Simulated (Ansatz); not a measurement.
Q: Name a neutral molecule of Al, B, C, N and H with LUMO energy (ωB97M-V/def2-TZVPP) between 0.00 and 0.30 eV and HOMO–LUMO gap (ωB97M-V/def2-TZVPP) between 8.80 and 9.10 eV (Ansatz, PBE0-D4/def2-TZVP geometry).

A: `[CH3][AlH][BH]N` (0.12 eV, 8.95 eV). Other molecules can fit too; these were computed, each in one conformer that needn't be the lowest.
